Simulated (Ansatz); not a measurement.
Cost and result for the atomization energy of `CC[Si](F)(F)F` (11 atoms, 10 bonds).

```xyz
11

C    -0.730    1.149   -0.435
C     0.107    0.382    0.590
Si    0.603   -1.294    0.030
F    -0.652   -2.202   -0.281
F     1.466   -2.049    1.116
F     1.465   -1.238   -1.293
H    -0.999    2.137   -0.056
H    -1.656    0.621   -0.669
H    -0.185    1.291   -1.370
H     1.021    0.933    0.836
H    -0.440    0.269    1.532
```

Charge 0, multiplicity 1. Geometry: relaxed with PBE0-D4/def2-TZVP. It is one conformer, not always the lowest. Program: Ansatz. All runs use 4 threads of a server CPU on a shared host. Times are those of one run each, without the atoms' runs, and a repeat can differ threefold. Electronic energies, without spin–orbit coupling; frozen cores. CCSD(T)/CBS adds CCSD(T) − MP2 in def2-TZVPP to the MP2 limit, and its time is that of the two runs behind it. T1 = 0.011. B3LYP takes the VWN-RPA correlation (the form of Gaussian; ORCA's B3LYP/G).

CCSD(T)/CBS is a level of theory with its own doubt, some kJ/mol a heavy atom from the limit and from the frozen cores, so smaller differences don't rank the functionals.

| level | functions | wall time | atomization (kJ/mol) | difference from CCSD(T)/CBS | per bond |
| --- | --- | --- | --- | --- | --- |
| revPBE-D4/def2-TZVPP | 267 | 13 s | 4571.6 | -81.7 | -8.2 |
| PBE-D4/def2-TZVPP (with forces) | 267 | 16 s | 4690.9 | 37.6 | 3.8 |
| CAM-B3LYP-D4/def2-TZVPP | 267 | 17 s | 4655.6 | 2.3 | 0.2 |
| PBE0-D4/def2-TZVPP | 267 | 18 s | 4613.5 | -39.8 | -4.0 |
| BHLYP-D4/def2-TZVPP | 267 | 20 s | 4490.8 | -162.5 | -16.3 |
| B2PLYP/def2-TZVPP | 267 | 24 s | 4591.6 | -61.7 | -6.2 |
| B3LYP-D4/def2-TZVPP (with forces) | 267 | 25 s | 4611.2 | -42.1 | -4.2 |
| ωB97X-V/def2-TZVPP | 267 | 31 s | 4638.6 | -14.7 | -1.5 |
| CCSD(T)/def2-SVP | 113 | 36 s | 4351.9 | -301.4 | -30.1 |
| ωB97M-V/def2-TZVPP (with forces) | 267 | 47 s | 4643.0 | -10.3 | -1.0 |
| MP2/def2-QZVPP | 505 | 110 s | 4726.1 | 72.8 | 7.3 |
| CCSD(T)/def2-TZVPP | 267 | 22 min | 4535.5 | -117.8 | -11.8 |
| CCSD(T)/CBS(def2) | – | 24 min | 4653.3 | 0.0 | 0.0 |

In def2-TZVPP, CCSD(T) changes the Hartree–Fock value by +1007.0 kJ/mol (the triples alone add +57.5 kJ/mol) and MP2 by +1125.6 kJ/mol; breaking electron pairs costs correlation energy, which Hartree–Fock lacks. From PBE to PBE0 (25 % exact exchange), in def2-TZVPP and without D4, the atomization energy moves by −74.0 kJ/mol: exact exchange takes away binding that semilocal exchange gives to molecules. The D4 term adds +34.5 kJ/mol with B3LYP and +18.1 kJ/mol with PBE0; it sums over pairs of atoms, weighted by their polarisabilities, and B3LYP, whose exchange is more repulsive, gets the larger term.
